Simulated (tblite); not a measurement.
Cyclohexanecarbonyl chloride, C7H11ClO.
Z-matrix (Å and degrees, GFN2-xTB geometry), rows numbered from 1:
```
O 
C   1  1.1829
Cl  2  1.7831  1  118.60
C   2  1.4978  1  129.43  3   177.93
C   4  1.5366  2  111.60  1   122.18
C   5  1.5250  4  110.77  2   -68.05
C   6  1.5252  5  110.26  4   -58.58
C   7  1.5251  6  110.28  5    59.11
C   8  1.5268  7  110.95  6   -57.19
H   4  1.0968  2  106.08  1  -120.23
H   5  1.0902  4  109.88  2    54.25
H   5  1.0919  4  108.20  2   172.09
H   6  1.0922  5  109.52  4    62.03
H   6  1.0917  5  109.49  4  -179.84
H   7  1.0929  6  109.28  5   -61.46
H   7  1.0912  6  109.96  5  -179.70
H   8  1.0903  7  109.52  6    63.58
H   8  1.0916  7  110.00  6  -178.10
H   9  1.0913  4  109.51  2   -51.51
H   9  1.0920  4  108.16  2  -169.18
```

All values are computed: GFN2-xTB (tblite) harmonic vibrations without scaling, gas phase. This tight-binding method is rough: wavenumbers can miss measured ones by several per cent, in bad cases by 10 to 20. One conformer, not necessarily the lowest.

Harmonic wavenumbers (cm⁻¹): 34.1, 109.7, 158.7, 248.7, 258.0, 325.0, 373.6, 414.1, 440.7, 458.6, 544.6, 623.5, 743.5, 819.3, 845.0, 874.3, 911.3, 934.5, 955.7, 968.1, 1006.7, 1082.6, 1094.5, 1107.6, 1124.1, 1137.8, 1170.7, 1217.4, 1242.1, 1250.3, 1270.2, 1296.3, 1327.7, 1343.4, 1344.4, 1355.2, 1359.5, 1471.9, 1479.4, 1487.3, 1490.0, 1501.7, 1837.3, 2913.4, 2964.5, 2972.8, 2975.7, 2982.2, 2983.9, 2988.9, 2994.3, 2994.7, 3003.6, 3012.1.

A = 2433, B = 997.7, C = 862.3 MHz; mass 146.050 u (most abundant isotopes); point group C1, symmetry number 1.

Task: Zero-point energy?

Result: ½Σν̃ = 36913 cm⁻¹ = 105.54 kcal/mol.

Task: Entropy at 500 K, 1 bar (ideal gas, RRHO, classical rotation)?

Result: Translation 43.44, rotation 30.96, vibration 41.74: S = 116.1 cal/(mol K).

Task: And Cp and H(500 K) − H(0)?

Result: Cp = 55.76 cal/(mol K), of which vibrations give 47.81 (their classical limit is 54 R = 107.3); H(500 K) − H(0) = 15.27 kcal/mol without the zero-point energy, 11.30 from vibrations.

Task: What must be added to the electronic energy to get the Gibbs energy at 500 K and 1 bar?

Result: ZPE + [H(500 K) − H(0)] − T·S = 105.54 + 15.27 − 58.07 = 62.74 kcal/mol.

Task: How do the functions run with temperature in this model?

Result: 
| T (K) | S (cal/(mol K)) | Cp (cal/(mol K)) | H − H(0) (kcal/mol) | G − H(0) (kcal/mol) | ln q(vib) |
| --- | --- | --- | --- | --- | --- |
| 50 | 58.7 | 11.3 | 0.48 | -2.46 | 0.53 |
| 100 | 67.8 | 15.5 | 1.14 | -5.64 | 1.36 |
| 298.15 | 93.0 | 34.9 | 6.05 | -21.67 | 5.21 |
| 373.15 | 101.7 | 43.1 | 8.98 | -28.97 | 6.80 |
| 750 | 142.4 | 73.6 | 31.62 | -75.18 | 15.38 |
| 1000 | 165.3 | 85.1 | 51.56 | -113.71 | 21.01 |

q(vib) and H(0) count from the zero-point level.

Task: Which modes carry the vibrational entropy at 500 K?

Result: 34.1 cm⁻¹: 6.60; 109.7 cm⁻¹: 4.29; 158.7 cm⁻¹: 3.56; 248.7 cm⁻¹: 2.69; 258.0 cm⁻¹: 2.62; 325.0 cm⁻¹: 2.19 cal/(mol K); the other 48 give 19.78 together.

Task: Blend soft modes into free rotors: weight 1/[1 + (100 cm⁻¹/ν̃)⁴] for the oscillator and the rest for a rotor with moment μB/(μ + B), μ = h/(8π²ν), B = 10⁻⁴⁴ kg m². What vibrational entropy results?

Result: 39.09 cal/(mol K) in place of 41.74, which changes −T·S at 500 K by +1.32 kcal/mol.

Hindered rotation and anharmonicity are outside this model. Other conformers, if any are populated, would add a mixing term that is left out. The structure is chiral; the term R ln 2 for an equal mix with its mirror image is left out.
